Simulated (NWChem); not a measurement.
System: CH₆OSi; SMILES CO[SiH3]

Excerpt of the output:

```
             Northwest Computational Chemistry Package (NWChem) 7.3.0
             --------------------------------------------------------

                             Geometry "geometry" -> ""
                             -------------------------

 Output coordinates in angstroms (scale by  1.889725989 to convert to a.u.)

  No.       Tag          Charge          X              Y              Z
 ---- ---------------- ---------- -------------- -------------- --------------
    1 Si                  14.0000     0.02679700     1.04847900     0.00033500
    2 O                    8.0000    -0.57857300    -0.50040100    -0.00008800
    3 C                    6.0000     0.21437600    -1.65328900     0.00046300
    4 H                    1.0000    -1.14577000     1.96278800     0.00020400
    5 H                    1.0000     0.87109000     1.29497400     1.21292000
    6 H                    1.0000     0.87172200     1.29558500    -1.21168400
    7 H                    1.0000     0.86338500    -1.71314000     0.89443300
    8 H                    1.0000    -0.44345600    -2.53581000     0.00205000
    9 H                    1.0000     0.86168900    -1.71505400    -0.89459700

 Effective nuclear repulsion energy (a.u.)     117.2780562601

                              NWChem Property Module
                              ----------------------

  itol2e modified to match energy
  convergence criterion.

                                 NWChem DFT Module
                                 -----------------

 Summary of "ao basis" -> "ao basis" (spherical)
 ------------------------------------------------------------------------------
       Tag                 Description            Shells   Functions and Types
 ---------------- ------------------------------  ------  ---------------------
 Si                        def2-tzvp                13       37   5s5p2d1f
 O                         def2-tzvp                11       31   5s3p2d1f
 C                         def2-tzvp                11       31   5s3p2d1f
 H                         def2-tzvp                 4        6   3s1p

  itol2e modified to match energy
  convergence criterion.

            General Information
            -------------------
          SCF calculation type: DFT
          Wavefunction type:  closed shell.
          No. of atoms     :     9
          No. of electrons :    34
           Alpha electrons :    17
            Beta electrons :    17
          Charge           :     0
          Spin multiplicity:     1
          Use of symmetry is: off; symmetry adaption is: off
          Maximum number of iterations: 150
          AO basis - number of functions:   135
                     number of shells:    59
          Convergence on energy requested:  1.00D-07
          Convergence on density requested:  1.00D-05
          Convergence on gradient requested:  5.00D-04

              XC Information
              --------------
                         B3LYP Method XC Potential
                     Hartree-Fock (Exact) Exchange  0.200
                        Slater Exchange Functional  0.800 local
                    Becke 1988 Exchange Functional  0.720 non-local
              Lee-Yang-Parr Correlation Functional  0.810
                  VWN I RPA Correlation Functional  0.190 local

             Grid Information
             ----------------
          Grid used for XC integration:  fine
          Radial quadrature: Mura-Knowles
          Angular quadrature: Lebedev.
          Tag              B.-S. Rad. Rad. Pts. Rad. Cut. Ang. Pts.
          ---              ---------- --------- --------- ---------
          Si                  1.10      123          11.0       770
          O                   0.60       70           9.0       590
          C                   0.70       70          11.0       590
          H                   0.35       60          12.0       590
          Grid pruning is: on
          Number of quadrature shells:   623
          Spatial weights used:  Erf1

[...]

          -----------------------
          Electric field gradient
          -----------------------

 1 a.u. = 0.324123 10**(16) esu/cm**3  ( or statvolts/cm**2 ) = 0.97174 10**(22) v/m**2

 ------------------------------------------------------------
   Atom      X         Y         Z
 ------------------------------------------------------------
    1 Si   0.05064   1.98134   0.00063
 ------------------------------------------------------------

 Electric field gradient in molecular frame (a.u.)
         XX             YY             ZZ             XY             XZ             YZ
 ------------------------------------------------------------------------------------------
        0.129476      -0.306987       0.177511      -0.227348      -0.000106      -0.000309

 Principal components (a.u.) and orientation
 of principal axis w.r.t. absolute frame                      Asymmetry parameter eta
 --------------------------------------------------------------------------------------
       -0.403894       0.226383       0.177511                       0.121000

        0.392113       0.919917      -0.000672
        0.919917      -0.392114      -0.000323
        0.000560       0.000492       1.000000

 ------------------------------------------------------------
   Atom      X         Y         Z
 ------------------------------------------------------------
    2 O   -1.09334  -0.94562  -0.00017
 ------------------------------------------------------------

 Electric field gradient in molecular frame (a.u.)
         XX             YY             ZZ             XY             XZ             YZ
 ------------------------------------------------------------------------------------------
        0.193567      -1.378294       1.184727       0.696517      -0.000607       0.000548

 Principal components (a.u.) and orientation
 of principal axis w.r.t. absolute frame                      Asymmetry parameter eta
 --------------------------------------------------------------------------------------
       -1.642518       1.184727       0.457790                       0.442575

       -0.354686      -0.000572       0.934985
        0.934985       0.000058       0.354686
       -0.000257       1.000000       0.000514

 ------------------------------------------------------------
   Atom      X         Y         Z
 ------------------------------------------------------------
    3 C    0.40511  -3.12426   0.00087
 ------------------------------------------------------------

 Electric field gradient in molecular frame (a.u.)
         XX             YY             ZZ             XY             XZ             YZ
 ------------------------------------------------------------------------------------------
        0.024120      -0.205674       0.181554       0.279194      -0.000192       0.000163

 Principal components (a.u.) and orientation
 of principal axis w.r.t. absolute frame                      Asymmetry parameter eta
 --------------------------------------------------------------------------------------
       -0.392689       0.211134       0.181554                       0.075327

       -0.556523       0.830831       0.001711
        0.830832       0.556520       0.001654
       -0.000422      -0.002342       0.999997

 ------------------------------------------------------------
   Atom      X         Y         Z
 ------------------------------------------------------------
    4 H   -2.16519   3.70913   0.00039
 ------------------------------------------------------------

 Electric field gradient in molecular frame (a.u.)
         XX             YY             ZZ             XY             XZ             YZ
 ------------------------------------------------------------------------------------------
       -0.062520      -0.013147       0.075667       0.104688      -0.000016       0.000010

 Principal components (a.u.) and orientation
 of principal axis w.r.t. absolute frame                      Asymmetry parameter eta
 --------------------------------------------------------------------------------------
       -0.145393       0.075667       0.069726                       0.040867

        0.784064      -0.000323       0.620680
       -0.620680      -0.000271       0.784064
        0.000086       1.000000       0.000413

 ------------------------------------------------------------
   Atom      X         Y         Z
 ------------------------------------------------------------
    5 H    1.64612   2.44715   2.29209
 ------------------------------------------------------------

 Electric field gradient in molecular frame (a.u.)
         XX             YY             ZZ             XY             XZ             YZ
 ------------------------------------------------------------------------------------------
        0.004995       0.061215      -0.066210      -0.019936      -0.096616      -0.026555

 Principal components (a.u.) and orientation
 of principal axis w.r.t. absolute frame                      Asymmetry parameter eta
 --------------------------------------------------------------------------------------
       -0.139073       0.072585       0.066488                       0.043842

        0.564987       0.822468       0.065846
        0.163462      -0.189795       0.968121
        0.808746      -0.536212      -0.241674

 ------------------------------------------------------------
   Atom      X         Y         Z
 ------------------------------------------------------------
    6 H    1.64732   2.44830  -2.28975
 ------------------------------------------------------------

 Electric field gradient in molecular frame (a.u.)
         XX             YY             ZZ             XY             XZ             YZ
 ------------------------------------------------------------------------------------------
        0.004894       0.061190      -0.066084      -0.019999       0.096643       0.026608

[...]
```

Level: B3LYP/def2-TZVP. Structure relaxed at the PBE0/def2-SVP level. NWChem prints the field gradient with the sign opposite to the second derivative of the potential.

Q: Reconstruct the input file.

A: One answer among several that fit: the input that was run:
```
start job
memory heap 200 mb stack 700 mb global 900 mb
geometry units angstroms noautosym nocenter noautoz
  Si     0.026797     1.048479     0.000335
  O     -0.578573    -0.500401    -0.000088
  C      0.214376    -1.653289     0.000463
  H     -1.145770     1.962788     0.000204
  H      0.871090     1.294974     1.212920
  H      0.871722     1.295585    -1.211684
  H      0.863385    -1.713140     0.894433
  H     -0.443456    -2.535810     0.002050
  H      0.861689    -1.715054    -0.894597
end
basis spherical
  * library def2-tzvp
end
dft
  xc b3lyp
  iterations 150
end
property
  efieldgrad
end
task dft property
```
